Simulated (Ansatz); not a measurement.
Start from `O[SiH2]S` and change one atom or group to get `O[SiH2]S[SiH3]`.

Ansatz, PBE0-D4/def2-TZVP geometries, multiplicity 1. Each molecule was computed in one conformer, which needn't be the lowest.

```json
{"property": "LUMO energy (B3LYP/def2-TZVPP) / eV", "`O[SiH2]S`": "-0.02"}
{"property": "HOMO–LUMO gap (ωB97M-V/def2-TZVPP) / eV", "`O[SiH2]S`": "11.80"}
{"property": "LUMO energy (ωB97M-V/def2-TZVPP) / eV", "`O[SiH2]S`": "1.89"}
{"property": "size of the dipole moment (ωB97M-V/def2-TZVPP) / D", "`O[SiH2]S`": "0.83"}
{"property": "size of the dipole moment (B3LYP/def2-TZVPP) / D", "`O[SiH2]S`": "0.81"}
{"property": "HOMO–LUMO gap (PBE0/def2-TZVPP) / eV", "`O[SiH2]S`": "7.96"}
```

Q: What does the change do to each property? (An estimate is asked.)

A: The calculation gave: 
```json
{"property": "LUMO energy (B3LYP/def2-TZVPP) / eV", "`O[SiH2]S[SiH3]`": "-0.25", "shift": "-0.23"}
{"property": "HOMO–LUMO gap (ωB97M-V/def2-TZVPP) / eV", "`O[SiH2]S[SiH3]`": "11.43", "shift": "-0.37"}
{"property": "LUMO energy (ωB97M-V/def2-TZVPP) / eV", "`O[SiH2]S[SiH3]`": "1.63", "shift": "-0.26"}
{"property": "size of the dipole moment (ωB97M-V/def2-TZVPP) / D", "`O[SiH2]S[SiH3]`": "0.92", "shift": "0.09"}
{"property": "size of the dipole moment (B3LYP/def2-TZVPP) / D", "`O[SiH2]S[SiH3]`": "0.90", "shift": "0.09"}
{"property": "HOMO–LUMO gap (PBE0/def2-TZVPP) / eV", "`O[SiH2]S[SiH3]`": "7.62", "shift": "-0.34"}
```

With PBE0 the HOMO rises by 0.06 eV and the LUMO falls by 0.28 eV, so the gap narrows by about 0.34 eV. PBE moves the HOMO by 0.01 eV and ωB97M-V by 0.11 eV. Dipoles are sizes alone; their direction can turn.

B3LYP here is the variant with VWN-RPA as its local correlation; programs differ in this.
